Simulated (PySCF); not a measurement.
Atomic charges by several schemes

Species: CH₇BN₂.
Structure used (PBE0-D3(BJ)/def2-SVP), in Å, numbered top down from 1:
```
atom  x, y, z in Å
C1    -1.7332    0.1797   -0.1303
N2    -0.3392    0.0518   -0.4513
B3     0.7116   -0.1651    0.4667
N4     2.0657   -0.2743    0.0778
H5    -1.8670    0.0770    0.9558
H6    -2.1500    1.1617   -0.4212
H7    -2.3554   -0.5965   -0.6129
H8    -0.1313    0.1350   -1.4397
H9     0.4372   -0.2621    1.6451
H10    2.8009   -0.4325    0.7495
H11    2.3954   -0.2082   -0.8753
```

The species is `CNBN` (CH7BN2).

Density: PBE0/pcSseg-1 (PySCF); schemes: Mulliken, IAO, Hirshfeld and ESP-fitted. One conformer (not necessarily the lowest) at the PBE0-D3(BJ)/def2-SVP geometry, without solvent, vibrations or thermal averaging.

Q: Which atoms carry the highest charge in the Mulliken, IAO, Hirshfeld and ESP-fitted schemes?

A: The schemes don't all agree: Mulliken B3 (+0.327); IAO H10 (+0.269); Hirshfeld H10 (+0.125); ESP-fitted H10 (+0.411).

Q: Which atoms carry the lowest charge in the Mulliken, IAO, Hirshfeld and ESP-fitted schemes?

A: The schemes don't all agree: Mulliken N2 (-0.552); IAO N4 (-0.585); Hirshfeld N4 (-0.269); ESP-fitted N4 (-1.036).

Q: For which atoms does the sign change between the 4 schemes (beyond +0.03 e in one, beyond −0.03 e in another)?

A: For none.

Q: What partial charge does each atom carry?

A: In e:

| atom | environment | Mulliken | IAO | Hirshfeld | ESP-fitted |
| --- | --- | --- | --- | --- | --- |
| C1 | N-methyl carbon | -0.092 | -0.283 | -0.062 | -0.224 |
| N2 | boron-bound nitrogen | -0.552 | -0.418 | -0.193 | -0.458 |
| B3 | three-coordinate boron | +0.327 | +0.138 | +0.119 | +0.398 |
| N4 | boron-bound nitrogen | -0.497 | -0.585 | -0.269 | -1.036 |
| H5 | methyl hydrogen | +0.116 | +0.148 | +0.048 | +0.111 |
| H6 | methyl hydrogen | +0.104 | +0.127 | +0.035 | +0.091 |
| H7 | methyl hydrogen | +0.104 | +0.127 | +0.035 | +0.090 |
| H8 | N–H hydrogen | +0.174 | +0.246 | +0.117 | +0.311 |
| H9 | B–H hydrogen | -0.051 | -0.020 | -0.075 | -0.091 |
| H10 | N–H hydrogen | +0.194 | +0.269 | +0.125 | +0.411 |
| H11 | N–H hydrogen | +0.173 | +0.252 | +0.119 | +0.397 |

Mean size of the charges over all atoms: ESP-fitted 0.329 e, IAO 0.238 e, Mulliken 0.217 e, Hirshfeld 0.109 e. Each set sums to the total charge, 0, to within 0.001 e. The Hirshfeld scheme divides the density at each point in proportion to the densities of the neutral, spherically averaged free atoms. The Mulliken scheme gives each basis function's population to the atom it is centred on and halves the overlap population of two atoms between them.

Q: Sum the charges by element, for elements with more than one atom.

A: 
```json
{"element": "N", "atoms": "2", "Mulliken": "-1.049", "IAO": "-1.003", "Hirshfeld": "-0.461", "ESP-fitted": "-1.494"}
{"element": "H", "atoms": "7", "Mulliken": "+0.814", "IAO": "+1.149", "Hirshfeld": "+0.404", "ESP-fitted": "+1.320"}
```

Q: How many electrons does the Mulliken scheme count on B3?

A: Z − q = 5 − (+0.327) = 4.673.

Q: How closely do the schemes follow one another over all atoms?

A: Correlation coefficient and root-mean-square difference: Hirshfeld with ESP-fitted 0.98, 0.297 e; IAO with Hirshfeld 0.96, 0.161 e; Mulliken with Hirshfeld 0.96, 0.151 e; IAO with ESP-fitted 0.96, 0.173 e; Mulliken with IAO 0.93, 0.104 e; Mulliken with ESP-fitted 0.92, 0.200 e.
